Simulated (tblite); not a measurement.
C6H10FO3S (charge -1).
SMILES with atom numbers: `[O:1]=[S:2](=[O:3])([O-:4])[C@@H:5]1[CH2:6][CH2:7][CH2:8][C@H:9]([F:10])[CH2:11]1` (hydrogens: H12 on C5; H13, H14 on C6; H15, H16 on C7; H17, H18 on C8; H19 on C9; H20, H21 on C11)

A start from a force field or distance geometry was refined with tblite, GFN2-xTB geometry optimisation, gas phase. Values at the start:

| coordinate | start |
| --- | --- |
| O1=S2 | 1.475 Å |
| S2=O3 | 1.466 Å |
| S2–C5 | 1.791 Å |
| C5–C6 | 1.541 Å |
| C5–C11 | 1.536 Å |
| C6–C7 | 1.521 Å |
| C6–H13 | 1.085 Å |
| C6–H14 | 1.100 Å |
| C7–C8 | 1.520 Å |
| C7–H15 | 1.103 Å |
| C8–C9 | 1.515 Å |
| C8–H17 | 1.100 Å |
| C8–H18 | 1.101 Å |
| C9–F10 | 1.366 Å |
| C9–C11 | 1.512 Å |
| C11–H21 | 1.105 Å |
| O1–S2–C5 | 103.2° |
| S2–C5–C6 | 111.4° |
| S2–C5–C11 | 110.9° |
| O3–S2–O4 | 115.3° |
| O3–S2–C5 | 103.5° |
| C6–C5–C11 | 110.5° |
| C6–C7–C8 | 111.6° |
| C7–C8–C9 | 111.7° |
| S2–C5–C6–C7 | -179° |
| S2–C5–C11–C9 | 180° |
| C6–C7–C8–C9 | -54° |
| C7–C8–C9–F10 | 176° |

Question: How do these coordinates change at the GFN2-xTB level?

Answer: 
| coordinate | GFN2-xTB (Å or °) | change |
| --- | --- | --- |
| S2–C5 | 1.847 | +0.056 |
| C5–C6 | 1.509 | -0.032 |
| C9–F10 | 1.397 | +0.031 |
| C5–C11 | 1.510 | -0.026 |
| O1=S2 | 1.461 | -0.014 |
| C11–H21 | 1.091 | -0.014 |
| C8–C9 | 1.524 | +0.009 |
| C6–H14 | 1.091 | -0.009 |
| C9–C11 | 1.521 | +0.009 |
| C8–H18 | 1.092 | -0.009 |
| C7–H15 | 1.094 | -0.009 |
| C6–H13 | 1.092 | +0.007 |
| C6–C7 | 1.528 | +0.007 |
| C7–C8 | 1.527 | +0.007 |
| S2=O3 | 1.460 | -0.006 |
| C8–H17 | 1.095 | -0.005 |
| S2–C5–C6 | 105.6 | -5.8 |
| S2–C5–C11 | 106.1 | -4.8 |
| C7–C8–C9 | 109.9 | -1.8 |
| O3–S2–C5 | 105.0 | +1.5 |
| C6–C5–C11 | 112.0 | +1.5 |
| O1–S2–C5 | 104.6 | +1.4 |
| C6–C7–C8 | 110.2 | -1.4 |
| O3–S2–O4 | 114.0 | -1.3 |
| S2–C5–C11–C9 | 170 | -10 |
| S2–C5–C6–C7 | -170 | +9 |
| C7–C8–C9–F10 | -179 | +5 |
| C6–C7–C8–C9 | -57 | -3 |

The energy falls by 4.1 kcal/mol over 54 L-BFGS steps, the largest force on an atom goes from 1.91 to 0.010 eV/Å, and the atoms move by 0.146 Å rms after alignment. The bond that changes most is S2–C5 (sulfonyl sulfur to sp3 carbon bound to sulfur), which lengthens by 0.056 Å. Bonds longer at the end by more than 0.005 Å: 7 of 21; shorter: 9. Among the dihedrals that turn most is S2–C5–C11–C9, from 180° to 170°. Rotational constants go from 1818, 625.3, 526.4 to 1827, 635.4, 533.9 MHz.

The run took 1.7 s of wall time on one thread, Intel Xeon at 2.50 GHz (x86_64), shared host.

Its GFN2-xTB frequencies are all real (lowest 55 cm⁻¹).

One conformer stands for the species.

All values are computed, not measured.
